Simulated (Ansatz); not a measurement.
`O[SiH]1[SiH2][SiH2]1` + `FB(F)F` → `F[SiH]1[SiH2][SiH2]1` + `OB(F)F`  (redistribution)

Computed with Ansatz on PBE0-D4/def2-TZVP structures; ΔE is electronic, products minus reactants. CCSD(T)/CBS is the MP2 limit (def2-TZVPP, def2-QZVPP) plus CCSD(T) − MP2 in def2-TZVPP, frozen cores. This one scheme is used for every species. Functionals use def2-TZVPP. One conformer a species, not always the lowest.

| level | ΔE (kcal/mol) | difference from CCSD(T)/CBS |
| --- | --- | --- |
| r2SCAN0-D4 | -6.8 | 0.3 |
| ωB97X-V | -7.2 | -0.1 |
| PBE | -7.3 | -0.2 |
| r2SCAN | -7.1 | 0.0 |
| RPA@PBE/def2-TZVPP | -6.6 | 0.5 |
| HF/def2-SVP | -7.1 | 0.0 |
| CCSD/def2-SVP | -6.5 | 0.6 |
| CCSD(T)/def2-SVP | -6.3 | 0.8 |
| CCSD(T)/def2-TZVPP | -6.4 | 0.7 |
| MP2/def2-QZVPP | -6.6 | 0.5 |
| CCSD(T)/CBS | -7.1 | 0 |

Largest T1 diagnostic among the species: 0.015.

Leaving LDA and LC-ωPBE aside and taking each functional with its dispersion term where it has one, the values, not all of them listed here, spread over 0.9 kcal/mol, from CAM-B3LYP-D4 to PBE-QIDH. At CCSD(T), def2-SVP lies +0.8 kcal/mol from the extrapolated value and def2-TZVPP +0.7 kcal/mol.
